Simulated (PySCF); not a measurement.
HfIH3, SMILES [I][HfH3], multiplicity 1.

Geometry optimised at B3LYP-D3(BJ)/def2-TZVP. The multiplicity is an assumed one; other spin states were not compared. The def2 effective core potentials stand for the cores of Hf, I; spin–orbit coupling is left out.

Two levels are set side by side: PBE/def2-TZVPD (PySCF) and ωB97X/def2-TZVPD (PySCF). Same geometry, gas phase. Differences are taken from unrounded values.

```
quantity                       PBE
---------------------------  -----
orbital gap (eV)              3.92
highest occupied level (eV)  -7.16
lowest empty level (eV)      -3.24
dipole moment (D)             0.01
mean polarisability (bohr³)   87.0
```

Task: These are the PBE values. What does ωB97X give? (Estimate from the structure and the level; the computed values follow.)

Result: 
```json
[
 {"quantity": "orbital gap (eV)", "ωB97X": "10.28", "PBE minus ωB97X": "-6.36"},
 {"quantity": "highest occupied level (eV)", "ωB97X": "-10.50", "PBE minus ωB97X": "3.34"},
 {"quantity": "lowest empty level (eV)", "ωB97X": "-0.22", "PBE minus ωB97X": "-3.02"},
 {"quantity": "dipole moment (D)", "ωB97X": "0.26", "PBE minus ωB97X": "-0.25"},
 {"quantity": "mean polarisability (bohr³)", "ωB97X": "82.3", "PBE minus ωB97X": "4.8"}
]
```

PBE's occupied levels lie high since its potential decays too fast outside the molecule; exact exchange lowers them and widens the gap. PBE's more diffuse valence density responds more strongly to a field. Differences between two approximate levels are no errors against the true value.

Rough cost on one machine, each run with all the roots and properties that it gave: ωB97X against PBE within a factor of 2.
